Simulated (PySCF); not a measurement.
**Ionising GaBr**

RHF-CCSD(T); PySCF, no relativity, basis sets Ga def2-TZVPPD, Br def2-TZVPPD. Neutral (RHF): singlet (closed shell), Re = 2.367 Å, ωe = 272 cm⁻¹, De = 4.33 eV.

GaBr⁻ (UHF): doublet (π ↑), Re = 2.582 Å, ωe = 174 cm⁻¹, De = 1.17 eV to Ga + Br⁻. The energies at the minima are -4496.23557 hartree for GaBr and -4496.24225 for GaBr⁻.

**Question.** Work out the adiabatic electron affinity, without and with harmonic zero-point energies (1 hartree = 27.2114 eV, 1 eV = 8065.5 cm⁻¹), and the change of the bond length.

**Answer.** At CCSD(T): 0.00668 hartree = 0.182 eV between the minima; the zero-point term (272.0 − 174.0)/2 cm⁻¹ = +0.006 eV makes it 0.188 eV. Re changes by +21.5 pm against the neutral. The electron enters a π orbital, and the longer bond of the ion fits an antibonding orbital, or a change in how ionic the bond is.

Correlated steps freeze 18 core orbitals. Spin–orbit coupling is left out. For an ion De counts to the pair picked by the measured ionisation energies or electron affinities, which need not be the lowest pair at this level. Where the molecule has an RHF reference, its open-shell atoms are computed with UHF. States were picked by a PBE0 search and need not be the measured ground states.

Neutral and ion stand on different kinds of reference determinant, which adds to the error of the difference.
